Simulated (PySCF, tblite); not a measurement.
Parent: `[CH3:1][O:2][CH2:3][C@H:4]([F:5])[C:6](=[O:7])[Cl:8]` with C1–O2–C3–C4 -179°, O2–C3–C4–F5 179°, C3–C4–C6–O7 -107°, C4H6ClFO2.

Computed geometry: GFN2-xTB, gas phase. One conformer each, not checked by frequencies here.

| coordinate of the parent | value |
| --- | --- |
| C1–O2 | 1.409 Å |
| O2–C3 | 1.401 Å |
| C3–C4 | 1.534 Å |
| C4–F5 | 1.370 Å |
| C4–C6 | 1.520 Å |
| C6=O7 | 1.183 Å |
| C6–Cl8 | 1.747 Å |
| C1–O2–C3 | 113.1° |
| O2–C3–C4 | 107.8° |
| C3–C4–F5 | 108.9° |
| C3–C4–C6 | 109.8° |
| F5–C4–C6 | 110.5° |
| C4–C6–O7 | 126.4° |
| C4–C6–Cl8 | 112.0° |
| O7–C6–Cl8 | 121.6° |

Problem. How does the shared frame change in `[CH3:1][O:2][C@@H:3]([C@H:4]([F:5])[C:6](=[O:7])[Cl:8])[C:9]([F:10])([F:11])[F:12]` with C1–O2–C3–C4 165°, O2–C3–C4–F5 69°, C3–C4–C6–O7 -62°, C5H5ClF4O2? Atoms pair as C1 = C1, O2 = O2, C3 = C3, C4 = C4, F5 = F5, C6 = C6, O7 = O7, Cl8 = Cl8 (parent first).

Solution. 
```json
{"parent": "C1–O2", "relative": "C1–O2", "value in the relative": "1.417 Å", "change": "+0.008"}
{"parent": "O2–C3", "relative": "O2–C3", "value in the relative": "1.393 Å", "change": "-0.008"}
{"parent": "C3–C4", "relative": "C3–C4", "value in the relative": "1.544 Å", "change": "+0.010"}
{"parent": "C4–F5", "relative": "C4–F5", "value in the relative": "1.358 Å", "change": "-0.012"}
{"parent": "C4–C6", "relative": "C4–C6", "value in the relative": "1.529 Å", "change": "+0.009"}
{"parent": "C6=O7", "relative": "C6=O7", "value in the relative": "1.188 Å", "change": "+0.005"}
{"parent": "C6–Cl8", "relative": "C6–Cl8", "value in the relative": "1.721 Å", "change": "-0.026"}
{"parent": "C1–O2–C3", "relative": "C1–O2–C3", "value in the relative": "115.7°", "change": "+2.6"}
{"parent": "O2–C3–C4", "relative": "O2–C3–C4", "value in the relative": "107.5°", "change": "-0.3"}
{"parent": "C3–C4–F5", "relative": "C3–C4–F5", "value in the relative": "110.7°", "change": "+1.8"}
{"parent": "C3–C4–C6", "relative": "C3–C4–C6", "value in the relative": "107.0°", "change": "-2.8"}
{"parent": "F5–C4–C6", "relative": "F5–C4–C6", "value in the relative": "112.1°", "change": "+1.6"}
{"parent": "C4–C6–O7", "relative": "C4–C6–O7", "value in the relative": "123.1°", "change": "-3.3"}
{"parent": "C4–C6–Cl8", "relative": "C4–C6–Cl8", "value in the relative": "113.9°", "change": "+1.9"}
{"parent": "O7–C6–Cl8", "relative": "O7–C6–Cl8", "value in the relative": "123.0°", "change": "+1.4"}
```

Of the parent's bonds, C6–Cl8 changes most (-0.026 Å). Bonds of the relative outside the shared frame: C3–C9 1.548, C9–F10 1.340, C9–F11 1.326, C9–F12 1.344 Å. Point group C1 → C1.
